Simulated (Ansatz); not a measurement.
A CCSD(T) single point on H4NNbO3, SMILES `[NH]=[Nb]([OH])([OH])[OH]`.

```yaml
crystal:
  periodic: [false, false, false]
  atoms:
    - {symbol: N, position_ang: [-0.180650, 1.384811, -1.120077]}
    - {symbol: Nb, position_ang: [0.021558, -0.006553, -0.086079]}
    - {symbol: O, position_ang: [1.839446, -0.588704, -0.264245]}
    - {symbol: O, position_ang: [-1.233649, -1.334603, -0.665540]}
    - {symbol: O, position_ang: [-0.326720, 0.452765, 1.727080]}
    - {symbol: H, position_ang: [-0.278826, 2.140380, -1.778903]}
    - {symbol: H, position_ang: [2.285306, -1.242415, 0.276756]}
    - {symbol: H, position_ang: [-1.457661, -2.147708, -0.210114]}
    - {symbol: H, position_ang: [-0.580304, 1.295627, 2.104122]}
basis:
  gaussian: {orbitals: def2-TZVPP}
correlation: {method: ccsd_t}
output: {orbitals: {seedname: orbitals}}
```

```sh
$ ansatz run in.yaml --threads 4 --pin off --events-out ev --progress --plain --max-ram 10444MiB
```

The program prints (abridged):

```
Functional definition: HF
1506 factors; integrals over basis functions are off by at most 9.5e-4 eV
mean field evaluation 1: about -9186.5145 eV, gradient 8.2e1 eV
mean field evaluation 2: about -9186.6991 eV, gradient 8.2e1 eV
mean field evaluation 4: about -9197.9362 eV, gradient 1.3e1 eV
mean field evaluation 8: about -9198.3079 eV, gradient 1.1e0 eV
mean field evaluation 16: about -9198.3110 eV, gradient 2.9e-6 eV
mean field -9198.31101775 eV, -338.0316950632 hartree, gradient 2.9e-6 eV, S^2 0.000000; 0 other end points of the search recorded, 0 dependent functions left out
4 core orbitals not correlated: weight in the atoms' cores, before any rotation towards them, 1.000 or more for the frozen orbitals, at most 0.000 for the correlated occupied ones
reference -9198.31101775 eV, -338.0316950632 hartree; 20, 20 occupied and 212, 212 virtual orbitals, 1506 factors
second order -38.50629021 eV of doubles, -0.00000000 eV of singles
cycle   1  -36.12515645 eV  change     2.4e0 eV  update   2.4e-1
cycle   2  -37.40884829 eV  change    -1.3e0 eV  update   1.3e-1
cycle   3  -37.72499674 eV  change   -3.2e-1 eV  update   3.8e-2
cycle   4  -37.74107933 eV  change   -1.6e-2 eV  update   1.6e-2
cycle   5  -37.71775370 eV  change    2.3e-2 eV  update   4.9e-3
cycle   6  -37.71804075 eV  change   -2.9e-4 eV  update   2.3e-3
cycle   7  -37.71914890 eV  change   -1.1e-3 eV  update   9.8e-4
cycle   8  -37.71847028 eV  change    6.8e-4 eV  update   4.1e-4
cycle   9  -37.71861044 eV  change   -1.4e-4 eV  update   1.7e-4
cycle  10  -37.71881828 eV  change   -2.1e-4 eV  update   9.1e-5
cycle  11  -37.71862283 eV  change    2.0e-4 eV  update   4.0e-5
cycle  12  -37.71861111 eV  change    1.2e-5 eV  update   1.9e-5
perturbative correction -1.87184870 eV, -0.0687891708 hartree
Total energy: -9237.90147756 eV, -339.4866176258 hartree
```

Hardware: 4 threads of an Intel Xeon 6975P-C on a shared host. Wall time 57 s, peak host memory 5.7 GiB.

The correlation energy is -39.590 eV, 4.7 % of it from (T); the T1 diagnostic reads 0.0207.
